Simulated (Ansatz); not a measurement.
One change: `C[NH][In]([Cl])[Cl]` becomes `[CH3][In]([Cl])[Cl]`.

Ansatz, PBE0-D4/def2-TZVP geometries, multiplicity 1. Each molecule was computed in one conformer, which needn't be the lowest.

Elements past krypton have def2 core potentials.

```
                               property  `C[NH][In]([Cl])[Cl]`
HOMO–LUMO gap (ωB97M-V/def2-TZVPP) / eV                   9.42
    HOMO–LUMO gap (PBE/def2-TZVPP) / eV                   3.01
  HOMO energy (ωB97M-V/def2-TZVPP) / eV                  -9.49
     HOMO energy (PBE0/def2-TZVPP) / eV                  -7.18
  HOMO–LUMO gap (B3LYP/def2-TZVPP) / eV                   4.67
      HOMO energy (PBE/def2-TZVPP) / eV                  -5.88
```

Problem. Give the same properties after the change, and the shifts. (An estimate is asked.)

Solution. Computed: 
| property | `[CH3][In]([Cl])[Cl]` | shift |
| --- | --- | --- |
| HOMO–LUMO gap (ωB97M-V/def2-TZVPP) / eV | 10.74 | 1.32 |
| HOMO–LUMO gap (PBE/def2-TZVPP) / eV | 4.74 | 1.73 |
| HOMO energy (ωB97M-V/def2-TZVPP) / eV | -10.69 | -1.20 |
| HOMO energy (PBE0/def2-TZVPP) / eV | -8.53 | -1.35 |
| HOMO–LUMO gap (B3LYP/def2-TZVPP) / eV | 6.33 | 1.66 |
| HOMO energy (PBE/def2-TZVPP) / eV | -7.24 | -1.36 |

With PBE0 the HOMO falls by 1.35 eV and the LUMO rises by 0.37 eV, so the gap widens by about 1.72 eV. PBE moves the HOMO by -1.36 eV and ωB97M-V by -1.20 eV.

B3LYP here is the variant with VWN-RPA as its local correlation; programs differ in this.
